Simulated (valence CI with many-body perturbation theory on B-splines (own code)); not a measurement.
Run record, Lu31+

Calculated by relativistic CI+MBPT: four valence electrons over a frozen Dirac-Fock core [Kr], a basis of 9 s, 9 p, 10 d, 8 f, 5 g, 3 h, 1 i functions for each j, with the one-electron correlation potential Σ1 (screened to all orders), the two-electron term Σ2, the three-electron term Σ3, Breit, model QED; selected single and double excitations, second order for the rest (own B-spline code, finite nucleus).

Command, and the settings that its task file holds:

```sh
python run_cv.py task.json out
```

```
atom Lu  Z=71  mass_number=175  rms_radius_fm=5.3700
core [Kr]
valence 4d4
avg = 1
basis = L
breit = 1
cap = 40000
capref = 1200
cscale = 1
de = 0.0
dress = 0
eps = 2e-08
h = 0.27
hh = 1
l2 = 3
lcore = 6
maxit = 60
n2 = 5
natural = 1
nlev = 60
nno = [6, 6, 7, 6, 4, 3, 1]
nroot = 26
nsp = [3, 3, 3, 2, 1, 0, 0]
pt2 = 1
qed = 1
rpa = 1
s1 = 1
s2 = 1
s3 = 1
screen = 1
tol = 2e-05
```

Roughly how long does this run take on one core of Intel(R) Xeon(R) Platinum 8259CL CPU @ 2.50GHz (Skylake/Cascade Lake), and how much memory?

3.5 min on 1 thread of Intel(R) Xeon(R) Platinum 8259CL CPU @ 2.50GHz (Skylake/Cascade Lake) (shared host), peak memory 1.2 GiB.

Log. The first blocks belong to the next ion, which gives the ionisation energy. Fields: 2J, parity (1 odd), roots, reference size, generating configurations, candidates as configurations/state functions, variational space P, stored matrix elements, Davidson steps; e2 is the range of second-order energies in hartree. The first line gives the box (bohr), its intervals, the orbitals and the steps of their self-consistent field. Window is the range of levels sought, series limit the energy at which the first omitted orbital would enter, core excitation an estimate of the first excitation out of the core, left out the lowest levels not solved, and shifts from estimates the range by which levels moved from their first estimate, all in cm⁻¹.

```
rmax 4.7 intervals 58 orbitals 81 references ['4d4', '4d3 4f', '4d3 5s', '4d2 4f2', '4d3 5p'] scf 4 t 2.3
2J=3 par=0 roots 2 ref 38 generators 5 cand 4555/11505 P 1260/3197 nnz 2.9e+06 it 5
2J=3 par=0 roots 2 ref 38 generators 9 cand 6090/15272 P 1842/4779 nnz 5.7e+06 it 4
   second order: generators 10 cand 6918/17295 e2 -0.00002 -0.00001
2J=5 par=0 roots 2 ref 44 generators 4 cand 4770/14455 P 1255/3997 nnz 4.3e+06 it 4
2J=5 par=0 roots 2 ref 44 generators 6 cand 6501/19370 P 1952/6190 nnz 9.4e+06 it 4
   second order: generators 10 cand 7277/21804 e2 -0.00003 -0.00002
reference levels 697, estimated 34, window 579997 1/cm; series limit 6584299, core excitation 1167878
2J=0 par=0 roots 5 ref 26 generators 7 cand 13790/34145 P 3242/6495 nnz 7e+06 it 6
2J=0 par=0 roots 5 ref 26 generators 11 cand 11772/30175 P 4387/9609 nnz 1.1e+07 it 6
   second order: generators 14 cand 14944/40118 e2 -0.00004 -0.00001
2J=2 par=0 roots 4 ref 44 generators 8 cand 15090/100282 P 1490/7998 nnz 1.5e+07 it 5
2J=2 par=0 roots 4 ref 44 generators 10 cand 14056/94824 P 3417/18161 nnz 6.1e+07 it 6
   second order: generators 11 cand 15063/107263 e2 -0.00008 -0.00004
2J=4 par=0 roots 8 ref 78 generators 11 cand 15456/152246 P 1066/8000 nnz 1.4e+07 it 5
2J=4 par=0 roots 8 ref 78 generators 12 cand 14715/146817 P 3571/25864 nnz 1.3e+08 it 7
   second order: generators 17 cand 18198/201036 e2 -0.00014 -0.00008
2J=8 par=0 roots 7 ref 85 generators 9 cand 15441/188344 P 944/7995 nnz 1.5e+07 it 4
2J=8 par=0 roots 7 ref 85 generators 12 cand 14789/182931 P 3016/25065 nnz 1.3e+08 it 6
   second order: generators 15 cand 15759/216456 e2 -0.00023 -0.00010
2J=6 par=0 roots 6 ref 77 generators 8 cand 15462/181160 P 921/7986 nnz 1.5e+07 it 5
2J=6 par=0 roots 6 ref 77 generators 10 cand 14826/175737 P 2934/24712 nnz 1.3e+08 it 6
   second order: generators 12 cand 15855/204160 e2 -0.00018 -0.00011
2J=10 par=0 roots 2 ref 63 generators 5 cand 13631/164617 P 934/7998 nnz 1.7e+07 it 4
2J=10 par=0 roots 2 ref 63 generators 8 cand 14536/169141 P 2777/22890 nnz 1.2e+08 it 5
   second order: generators 9 cand 12693/154249 e2 -0.00008 -0.00007
2J=12 par=0 roots 2 ref 54 generators 4 cand 13087/139957 P 1210/7988 nnz 1.7e+07 it 4
2J=12 par=0 roots 2 ref 54 generators 8 cand 13724/142724 P 2917/19243 nnz 8.2e+07 it 5
   second order: generators 9 cand 15059/179499 e2 -0.00007 -0.00006
left out: unestimated 1508909, estimated none, shifts from estimates -38 to 45
operators 5.8
```

The Davidson iterations converged.

The last digits are not significant, and no measured levels were compared; by estimate large intervals hold to a few tenths of a per cent, small ones and those within an open d or f shell to about a per cent. Only levels of the ground parity were solved; by the run's estimate the other parity begins above the list, which can be wrong where configurations are misplaced.

- Valence energy: -194.0726 hartree
- Ionisation energy: 1244 eV (NIST: 1242 ± 4 eV (theoretical))
- Reference configurations for the orbitals: 4d4, 4d3 4f, 4d3 5s, 4d2 4f2, 4d3 5p
- Radial orbitals: 81
- Box radius: 4.667 bohr
- Largest variational space: 25864
- Lowest levels: (4d3/2^4) J=0 0.0, (4d3/2^3 4d5/2) J=1 88231, (4d3/2^3 4d5/2) J=2 124240, (4d3/2^3 4d5/2) J=4 125250, (4d3/2^3 4d5/2) J=3 135770, (4d3/2^2 4d5/2^2) J=0 [a] 203860, (4d3/2^2 4d5/2^2) J=2 [a] 210980, (4d3/2^2 4d5/2^2) J=4 [a] 212370, (4d3/2^2 4d5/2^2) J=3 [a] 216930, (4d3/2^2 4d5/2^2) J=5 231000, (4d3/2^2 4d5/2^2) J=1 239280, (4d3/2^2 4d5/2^2) J=6 241160, (4d3/2^2 4d5/2^2) J=3 [b] 253370, (4d3/2^2 4d5/2^2) J=4 [b] 253450 cm⁻¹

Levels are named by their leading jj configuration (3d3/2^4 stands for four electrons in 3d with j = 3/2), which in mixed levels can hold well under half, so a name can repeat and another be missing. Letters in brackets count levels of one name in rising energy.
